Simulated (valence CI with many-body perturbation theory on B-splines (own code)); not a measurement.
## O3+: electric-dipole lines

Method: relativistic CI+MBPT: three valence electrons over a frozen Dirac-Fock core [He], a basis of 11 s, 11 p, 9 d, 7 f, 5 g, 2 h, 1 i functions for each j, with the one-electron correlation potential Σ1, the two-electron term Σ2, the three-electron term Σ3, Breit, model QED; selected CI, second order for the rest, scaled by the run's own slope (own B-spline code, finite nucleus).

Against 43 measured levels this calculation errs by 73 cm⁻¹ on average and by 162 at most. These come from a selection out of Moore, Selected Tables of Atomic Spectra, NSRDS-NBS 3, section 10. Levels without a partner in it may be off by more.

Lines 101 to 150 of 269 in falling wavelength, among levels below 534858 cm⁻¹, chosen from the strongest by gf and those to the six lowest levels. Wavelengths and rates use the calculated energies, so an error of 70 cm⁻¹ moves a line at 95.64 nm by 0.067 % and its rate by three times that or more. Electric multipoles are in the length gauge, E1 and E2 with the static RPA response of the core. Weak lines are less certain than strong ones. Lines between different terms over intervals too small for the method are left out, as are lines whose strength nearly cancels. The highest levels of a list are the least certain.

Letters in brackets count levels of one name in rising energy.

| λ vac (nm) | λ from measured levels | Upper | Lower | A (s⁻¹) | S (a.u.) with core polarisation | S without |
| --- | --- | --- | --- | --- | --- | --- |
| 97.34 |  | 2s2p3p ²S_1/2 | 2s²3p ²P°_3/2 | 3.84e+08 | 3.49e-01 | 3.50e-01 |
| 95.64 | 95.60 | 2p³ ⁴S°_3/2 | 2s2p² ²D_5/2 | 3.56e+02 | 6.14e-07 | 6.15e-07 |
| 92.35 | 92.34 | 2p³ ²P°_1/2 | 2s2p² ²P_3/2 | 4.31e+08 | 3.35e-01 | 3.38e-01 |
| 92.34 | 92.34 | 2p³ ²P°_3/2 | 2s2p² ²P_3/2 | 1.10e+09 | 1.70e+00 | 1.72e+00 |
| 92.14 | 92.14 | 2p³ ²P°_1/2 | 2s2p² ²P_1/2 | 8.88e+08 | 6.85e-01 | 6.91e-01 |
| 92.14 | 92.13 | 2p³ ²P°_3/2 | 2s2p² ²P_1/2 | 2.06e+08 | 3.19e-01 | 3.21e-01 |
| 83.11 |  | 2s²4d ²D_3/2 | 2s²3p ²P°_3/2 | 2.46e+08 | 2.79e-01 | 2.79e-01 |
| 83.11 |  | 2s²4d ²D_5/2 | 2s²3p ²P°_3/2 | 1.48e+09 | 2.51e+00 | 2.51e+00 |
| 83.05 |  | 2s²4d ²D_3/2 | 2s²3p ²P°_1/2 | 1.23e+09 | 1.39e+00 | 1.39e+00 |
| 80.23 | 80.23 | 2p³ ²P°_1/2 | 2s2p² ²S_1/2 | 3.86e+08 | 1.97e-01 | 1.99e-01 |
| 80.22 | 80.22 | 2p³ ²P°_3/2 | 2s2p² ²S_1/2 | 4.15e+08 | 4.23e-01 | 4.27e-01 |
| 78.98 | 79.02 | 2s2p² ²D_5/2 | 2s²2p ²P°_3/2 | 7.09e+08 | 1.03e+00 | 1.04e+00 |
| 78.97 | 79.01 | 2s2p² ²D_3/2 | 2s²2p ²P°_3/2 | 1.15e+08 | 1.12e-01 | 1.13e-01 |
| 78.73 | 78.77 | 2s2p² ²D_3/2 | 2s²2p ²P°_1/2 | 6.01e+08 | 5.79e-01 | 5.84e-01 |
| 77.99 | 77.99 | 2p³ ²D°_5/2 | 2s2p² ²D_5/2 | 1.35e+09 | 1.90e+00 | 1.92e+00 |
| 77.98 | 77.98 | 2p³ ²D°_3/2 | 2s2p² ²D_3/2 | 1.29e+09 | 1.21e+00 | 1.22e+00 |
| 77.97 | 77.97 | 2p³ ²D°_3/2 | 2s2p² ²D_5/2 | 1.52e+08 | 1.42e-01 | 1.43e-01 |
| 70.26 | 70.23 | 2s²4p ²P°_1/2 | 2s²3s ²S_1/2 | 8.03e+08 | 2.75e-01 | 2.75e-01 |
| 70.24 | 70.21 | 2s²4p ²P°_3/2 | 2s²3s ²S_1/2 | 7.97e+08 | 5.45e-01 | 5.46e-01 |
| 62.55 | 62.59 | 2p³ ⁴S°_3/2 | 2s2p² ⁴P_5/2 | 3.17e+09 | 1.53e+00 | 1.54e+00 |
| 62.48 | 62.51 | 2p³ ⁴S°_3/2 | 2s2p² ⁴P_3/2 | 2.12e+09 | 1.02e+00 | 1.03e+00 |
| 62.43 | 62.46 | 2p³ ⁴S°_3/2 | 2s2p² ⁴P_1/2 | 1.06e+09 | 5.10e-01 | 5.15e-01 |
| 62.02 | 62.08 | 2s2p3s ²P°_1/2 [b] | 2s²3s ²S_1/2 | 2.77e+09 | 6.52e-01 | 6.58e-01 |
| 62.02 | 62.08 | 2s2p3s ²P°_3/2 [b] | 2s²3s ²S_1/2 | 2.78e+09 | 1.31e+00 | 1.32e+00 |
| 61.67 | 61.70 | 2p³ ²P°_1/2 | 2s2p² ²D_3/2 | 2.87e+09 | 6.64e-01 | 6.69e-01 |
| 61.67 | 61.70 | 2p³ ²P°_3/2 | 2s2p² ²D_3/2 | 2.93e+08 | 1.36e-01 | 1.37e-01 |
| 61.66 | 61.70 | 2p³ ²P°_3/2 | 2s2p² ²D_5/2 | 2.56e+09 | 1.18e+00 | 1.19e+00 |
| 60.93 | 60.98 | 2s2p² ²S_1/2 | 2s²2p ²P°_3/2 | 2.32e+09 | 5.18e-01 | 5.22e-01 |
| 60.78 | 60.84 | 2s2p² ²S_1/2 | 2s²2p ²P°_1/2 | 1.25e+09 | 2.77e-01 | 2.79e-01 |
| 55.48 | 55.53 | 2s2p² ²P_1/2 | 2s²2p ²P°_3/2 | 2.48e+09 | 4.18e-01 | 4.21e-01 |
| 55.40 | 55.45 | 2s2p² ²P_3/2 | 2s²2p ²P°_3/2 | 6.06e+09 | 2.03e+00 | 2.05e+00 |
| 55.36 | 55.41 | 2s2p² ²P_1/2 | 2s²2p ²P°_1/2 | 4.78e+09 | 8.00e-01 | 8.07e-01 |
| 55.28 | 55.33 | 2s2p² ²P_3/2 | 2s²2p ²P°_1/2 | 1.21e+09 | 4.03e-01 | 4.07e-01 |
| 54.48 | 54.53 | 2p³ ²D°_5/2 | 2s2p² ⁴P_5/2 | 5.47e+04 | 2.62e-05 | 2.64e-05 |
| 54.47 | 54.52 | 2p³ ²D°_3/2 | 2s2p² ⁴P_5/2 | 2.99e+03 | 9.54e-07 | 9.59e-07 |
| 54.43 | 54.47 | 2p³ ²D°_5/2 | 2s2p² ⁴P_3/2 | 1.49e+03 | 7.12e-07 | 7.14e-07 |
| 54.42 | 54.46 | 2p³ ²D°_3/2 | 2s2p² ⁴P_3/2 | 1.69e+04 | 5.38e-06 | 5.42e-06 |
| 54.38 | 54.42 | 2p³ ²D°_3/2 | 2s2p² ⁴P_1/2 | 7.05e+02 | 2.24e-07 | 2.24e-07 |
| 45.98 | 46.03 | 2p³ ²P°_3/2 | 2s2p² ⁴P_5/2 | 1.59e+04 | 3.05e-06 | 3.07e-06 |
| 45.94 | 45.99 | 2p³ ²P°_1/2 | 2s2p² ⁴P_3/2 | 2.89e+03 | 2.77e-07 | 2.79e-07 |
| 45.94 | 45.99 | 2p³ ²P°_3/2 | 2s2p² ⁴P_3/2 | 4.37e+04 | 8.37e-06 | 8.43e-06 |
| 45.91 | 45.96 | 2p³ ²P°_1/2 | 2s2p² ⁴P_1/2 | 1.61e+04 | 1.54e-06 | 1.55e-06 |
| 45.91 | 45.96 | 2p³ ²P°_3/2 | 2s2p² ⁴P_1/2 | 7.92e+02 | 1.51e-07 | 1.54e-07 |
| 38.00 |  | 2s²3p ²P°_3/2 | 2s2p² ²D_5/2 | 4.39e+08 | 4.75e-02 | 4.72e-02 |
| 34.66 | 34.64 | 2s2p3s ²P°_3/2 [a] | 2s2p² ²S_1/2 | 1.45e+09 | 1.19e-01 | 1.19e-01 |
| 32.06 | 32.05 | 2s2p3s ⁴P°_3/2 | 2s2p² ²D_5/2 | 2.22e+05 | 1.44e-05 | 1.43e-05 |
| 32.03 | 32.02 | 2s2p3s ⁴P°_5/2 | 2s2p² ²D_5/2 | 7.88e+04 | 7.67e-06 | 7.64e-06 |
| 31.40 |  | 2s²3p ²P°_3/2 | 2s2p² ⁴P_5/2 | 1.02e+04 | 6.25e-07 | 6.19e-07 |
| 31.39 |  | 2s²3p ²P°_1/2 | 2s2p² ⁴P_3/2 | 2.51e+03 | 7.66e-08 | 7.60e-08 |
| 31.38 |  | 2s²3p ²P°_1/2 | 2s2p² ⁴P_1/2 | 2.67e+03 | 8.13e-08 | 8.15e-08 |
